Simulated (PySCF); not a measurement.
Sn(F)2(Me)(Et), C₃H₈F₂Sn, SMILES C[CH2][Sn]([CH3])([F])[F] (PBE0/def2-SVP optimised geometry):

```
14

C     -1.895     0.834     1.348
C     -1.222     0.615     0.000
Sn     0.122    -1.057     0.000
C      2.252    -1.057     0.000
F     -0.410    -2.196    -1.482
F     -0.410    -2.111     1.545
H     -1.176     1.133     2.126
H     -2.397    -0.077     1.706
H     -2.652     1.632     1.279
H     -0.663     1.503    -0.335
H     -1.950     0.373    -0.790
H      2.652    -0.035     0.049
H      2.584    -1.632     0.875
H      2.594    -1.552    -0.919
```

Method: PBE0/def2-TZVP, def2 effective core potentials past Kr (PySCF).

Task: What are the frontier orbital energies and the dipole moment?

Result: HOMO-2 -10.24 eV, HOMO-1 -9.64 eV, HOMO -8.28 eV, LUMO -0.59 eV, LUMO+1 -0.03 eV; dipole moment 4.44 D.

On the same geometry PBE/def2-TZVP, def2 effective core potentials past Kr in PySCF gives HOMO-2 -8.26 eV, HOMO-1 -8.06 eV, HOMO -7.02 eV, LUMO -1.54 eV, LUMO+1 -0.80 eV; dipole moment 4.24 D.
